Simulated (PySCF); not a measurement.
FeO3, multiplicity 1. Atoms are numbered in the order given.

```xyz
4

Fe     0.0000     0.0000     0.0000
O      1.5545     0.0000     0.0000
O     -0.7772     1.3462     0.0000
O     -0.7772    -1.3462     0.0000
```
Charge 0, spin multiplicity 1.

Geometry: r2SCAN-D4/def2-SVP. The spin state was assumed, not searched.

All values below come from PBE/def2-TZVPD (PySCF).

Computed frontier levels, gap, dipole moment and polarisability:
| Property | Result |
|---|---|
| highest occupied level | -7.65 eV |
| lowest empty level | -6.61 eV |
| orbital gap | 1.04 eV |
| dipole moment | 0.00 D |
| quadrupole, principal values (traceless, Buckingham form, about the centre of nuclear charge) | -1.92, -1.92, 3.84 D·Å |
| mean static polarisability | 39.6 bohr³ (5.86 Å³) |
| polarisability, principal values | 25.6, 46.5, 46.5 bohr³ |
